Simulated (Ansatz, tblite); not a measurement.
Cost and result up the ladder for (Cl)2Hf(OSiH2)2O (HfSi2Cl2O3H4) (12 atoms). Total charge 0; singlet. Geometry: B3LYP-D4/def2-SVP.

```
atom   x (Å)   y (Å)   z (Å)
 Hf1   1.251  -1.254  -0.761
 Cl2   0.717  -2.601  -2.640
 Cl3   3.434  -1.554   0.121
  O4  -0.084  -1.451   0.629
 Si5  -1.210  -0.440   1.357
  O6  -1.051   1.053   0.639
 Si7  -0.134   1.786  -0.542
  O8   0.914   0.616  -1.137
  H9  -0.904  -0.330   2.803
 H10  -2.572  -0.967   1.110
 H11   0.655   2.889   0.056
 H12  -1.016   2.254  -1.636
```

Ansatz on 4 threads of Arm Neoverse N1 on a shared host; xTB runs through tblite on one thread. Times are rough, summed over both states, and most runs start from the orbitals of an earlier one. PBE-QIDH/def2-TZVP serves as the yardstick here, not as an exact answer. The other state is a doublet.

In the def2 sets Hf takes a core potential; there is no spin–orbit coupling. The xTB rows come from tblite. Correlated methods freeze 23 core orbitals; core or outer-core shells of Hf are correlated, in sets that lack core-valence functions. HOMO above LUMO, or a gap near zero within one spin, warns that the state may not be the lowest or that an electron is smeared out.

Second-order perturbation terms are unreliable where d shells bring near-degenerate states, and here PBE-QIDH/def2-TZVP lies more than 0.4 eV from the median of the functionals without such a term.

Correlated methods converge slowly with the basis.

Raw xTB energies of ions are shifted by several eV.

```
                           level  functions  wall time  vertical IE (eV)  difference from PBE-QIDH/def2-TZVP (eV)                                     remarks
                        GFN1-xTB         65     0.05 s             14.27                                     2.74                                           –
                        GFN2-xTB         61    0.055 s             13.73                                     2.20                                           –
                PBE-D4/def2-TZVP        305       30 s              9.80                                    -1.73  gap within one spin near zero (+1 doublet)
               PBE0-D4/def2-TZVP        305       61 s             10.56                                    -0.97                                           –
PBE-QIDH/def2-TZVP (with forces)        305    2.3 min             11.53                                     0.00    test for broken spin undecided (singlet)
```
